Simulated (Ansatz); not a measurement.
Geometry optimisation, RKS B3LYP/def2-SVP in Ansatz 0.2.0.

Input:

```yaml
crystal:
  periodic: [false, false, false]
  atoms:
    - { symbol: "N", position_ang: [0.6934, -2.4321, 0.9342] }
    - { symbol: B, position_ang: [0.8772, -0.9005, 1.1421] }
    - { symbol: Cl, position_ang: [0.4246, -0.1483, 2.7638] }
    - { symbol: "N", position_ang: [1.6463, -0.0445, 0.0696] }
    - { symbol: Si, position_ang: [0.3996, 0.2402, -1.266] }
    - { symbol: Sn, position_ang: [-1.5221, 1.6517, -0.3994] }
    - { symbol: H, position_ang: [1.0144, -2.6317, -0.0291] }
    - { symbol: H, position_ang: [-0.3507, -2.5165, 0.9172] }
    - { symbol: H, position_ang: [1.79, 0.8943, 0.5346] }
    - { symbol: H, position_ang: [-0.1079, -1.0262, -1.7547] }
    - { symbol: H, position_ang: [1.0592, 0.9794, -2.311] }
    - { symbol: H, position_ang: [-2.3062, 0.7753, 0.9091] }
    - { symbol: H, position_ang: [-0.9552, 3.1805, 0.2032] }
    - { symbol: H, position_ang: [-2.6756, 1.9494, -1.685] }
basis:
  gaussian: { orbitals: def2-SVP }
hamiltonian:
  xc: b3lyp
relax:
  f_tol: 0.015
  max_steps: 40
```

Command:

```bash
$ ansatz run input.yaml --threads 2 --pin off --max-ram 3072MiB --backend cpu --events-out ev --progress --plain --runs-dir out
```

Where does it end, and by what steps?

The forces met the threshold. The force dipped under the threshold on the way, but the program's further checks kept it going. After 22 steps the energy has fallen by 1.619 eV; Cl3 moved furthest, 1.91 Å.

| step | energy less start (eV) | largest force component (eV/Å) | accepted |
| --- | --- | --- | --- |
| 0 | 0.0000 | 3.836 | yes |
| 1 | -0.7596 | 2.077 | yes |
| 2 | -1.0539 | 2.180 | yes |
| 3 | -1.3225 | 0.684 | yes |
| 4 | -1.4256 | 0.741 | yes |
| 5 | -1.4846 | 0.404 | yes |
| 6 | -1.5226 | 0.237 | yes |
| 7 | -1.5552 | 0.279 | yes |
| 8 | -1.5791 | 0.298 | yes |
| 9 | -1.5873 | 0.345 | yes |
| 10 | -1.6110 | 0.063 | yes |
| 11 | -1.6143 | 0.087 | yes |
| 12 | -1.6164 | 0.144 | yes |
| 13 | -1.6172 | 0.081 | yes |
| 14 | -1.6182 | 0.038 | yes |
| 15 | -1.6184 | 0.007 | yes |
| 16 | -1.6185 | 0.030 | yes |
| 17 | -1.6185 | 0.036 | yes |
| 18 | -1.6187 | 0.023 | yes |
| 19 | -1.6187 | 0.032 | yes |
| 20 | -1.6187 | 0.008 | yes |
| 21 | -1.6188 | 0.009 | yes |
| 22 | -1.6188 | 0.007 | yes |

```xyz
14
Properties=species:S:1:pos:R:3
N 0.485 -2.294 0.935
B 1.170 -1.102 1.223
Cl 2.118 -1.035 2.759
N 1.173 0.063 0.395
Si 0.333 0.391 -1.111
Sn -1.792 1.857 -0.774
H -0.050 -2.448 0.089
H 0.532 -3.095 1.550
H 1.712 0.837 0.776
H -0.062 -0.920 -1.708
H 1.257 1.083 -2.058
H -2.948 1.049 0.217
H -1.386 3.340 0.006
H -2.556 2.243 -2.271
```

Run time: 3 min on 2 threads of Arm Neoverse V1, with other jobs on the host, peak memory 0.47 GiB.
